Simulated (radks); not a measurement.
Values are calculated unless marked as measured or tabulated.
All-electron atom: Tb LXV in 1s1 (the NIST ground configuration).

Code: a radial shooting solver on a logarithmic mesh with Libxc functionals. Model: scalar-relativistic Kohn-Sham, PBE, spin-unpolarised, spherical densities, finite nucleus; Fermi nuclear charge, rms radius 5.06 fm; without spin polarisation the odd electron is poorly described.

Energy parts (eV):
part                      energy
total                  -61024.00
kinetic                 69275.93
electron-nucleus      -130406.80
Hartree                   605.40
exchange-correlation     -498.53

Orbitals (lengths in bohr, moments of r in powers of bohr; r(90%) holds 90 % of the orbital's charge):
| orbital | occ. | eigenvalue (eV) | <r^2> | r(90%) |
|---|---|---|---|---|
| 1s | 1 | -60547.94 | 0.0006168 | 0.0384 |

The highest occupied level is 1s at -60548 eV. For comparison, the ionisation energy in NIST's Atomic Spectra Database is 61050 eV (theoretical). In exact Kohn-Sham theory the highest level is minus the ionisation energy, but local and semilocal functionals leave it too shallow, through self-interaction and a potential that decays too fast; potentials with the right tail come closer.
